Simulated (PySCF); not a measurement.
CH6Ge.
SMILES with atom numbers: `[CH3:1][GeH3:2]` (hydrogens: H3, H4, H5 on C1; H6, H7, H8 on Ge2)

A GFN2-xTB structure was refined with PBE0-D3(BJ)/def2-SVP geometry optimisation, gas phase in PySCF. Its GFN2-xTB values:

```csv
coordinate,GFN2-xTB
C1–Ge2,1.934 Å
C1–H3,1.119 Å
Ge2–H6,1.493 Å
C1–Ge2–H6,111.3°
Ge2–C1–H3,111.9°
H3–C1–H4,105.9°
H3–C1–H5,107.2°
H6–Ge2–H7,107.3°
```

Question: How do these coordinates change at the PBE0-D3(BJ)/def2-SVP level?

Answer: 
| coordinate | PBE0-D3(BJ)/def2-SVP (Å or °) | change |
| --- | --- | --- |
| Ge2–H6 | 1.541 | +0.048 |
| C1–Ge2 | 1.953 | +0.019 |
| C1–H3 | 1.100 | -0.019 |
| H3–C1–H4 | 108.4 | +2.5 |
| Ge2–C1–H3 | 110.4 | -1.5 |
| H3–C1–H5 | 108.6 | +1.4 |
| H6–Ge2–H7 | 108.6 | +1.3 |
| C1–Ge2–H6 | 110.4 | -0.9 |

The energy falls by 8.3 kJ/mol over 5 energy and gradient evaluations, the largest force component goes from 0.0214 to 3.5e-04 Eh/bohr, and the atoms move by 0.050 Å rms after alignment. The bond that changes most is Ge2–H6 (ends: germanium bonded to C and 3 H; Ge–H hydrogen), which lengthens by 0.048 Å. Bonds longer at the end by more than 0.005 Å: 5 of 7; shorter: 1. Rotational constants go from 56108, 8725, 8721 to 53076, 8591, 8591 MHz.

The run used 76 basis functions and 27 SCF cycles in all. On one thread, Intel Xeon 6975P-C (x86_64), on a shared host, this took 5.4 s and 0.33 GiB of memory at its peak.

Not checked by PBE0-D3(BJ)/def2-SVP frequencies.
